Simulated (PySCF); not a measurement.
Sn(Br)(OMe) (CH3BrOSn), SMILES C[O][Sn][Br] (connectivity only; charge and spin as stated), neutral, multiplicity 1.

Coordinates come from a PBE0-D3(BJ)/def2-SVP optimisation. The structure was generated by enumeration; whether it is a known compound was not checked. The def2 effective core potentials stand for the cores of Sn; spin–orbit coupling is left out. The values are those of a single conformer.

Two levels are set side by side: PBE/def2-TZVP (PySCF) and B3LYP/def2-TZVP (PySCF). Same geometry, gas phase. Differences are taken from unrounded values.

| quantity | B3LYP | PBE | PBE minus B3LYP |
|---|---|---|---|
| orbital gap (eV) | 4.72 | 3.32 | -1.40 |
| highest occupied level (eV) | -7.56 | -6.56 | 1.00 |
| lowest empty level (eV) | -2.84 | -3.24 | -0.40 |
| dipole moment (D) | 2.06 | 1.88 | -0.17 |
| mean polarisability (bohr³) | 77.6 | 80.5 | 2.9 |

Without exact exchange PBE keeps part of each electron's self-repulsion, which lifts occupied levels and narrows the gap. PBE's more diffuse valence density responds more strongly to a field. Differences between two approximate levels are no errors against the true value.

Rough cost on one machine, each run with all the roots and properties that it gave: B3LYP against PBE within a factor of 2.
